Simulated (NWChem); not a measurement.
System: CHClF₂; SMILES FC(F)Cl

Input file for NWChem:

```
start job
memory heap 200 mb stack 900 mb global 1100 mb
geometry units angstroms
  F     -0.145291     1.038489     1.090958
  C      0.371571     0.454133     0.000000
  F     -0.145291     1.038489    -1.090958
  Cl    -0.056434    -1.290291     0.000000
  H      1.458580     0.543970     0.000000
end
basis spherical
  * library def2-svp
end
dft
  xc slater vwn_5
  iterations 150
end
driver
  maxiter 120
end
task dft optimize
task dft freq
```

The level has its own optimisation; frequencies are unscaled.

Question: Predict the main results of this run. (LDA (Slater exchange, VWN5)/def2-SVP.) Quantities: r C–F (Å); r C–Cl (Å); r C–H (Å); highest harmonic frequency (cm⁻¹); lowest (cm⁻¹); zero-point energy (kcal/mol); dipole (D).

Answer: The r C–F (Å) is 1.326, the r C–Cl (Å) is 1.770 and the r C–H (Å) is 1.115. The highest harmonic frequency (cm⁻¹) is 3006. The lowest (cm⁻¹) is 361 and the zero-point energy (kcal/mol) is 14.5. The dipole (D) is 1.30.
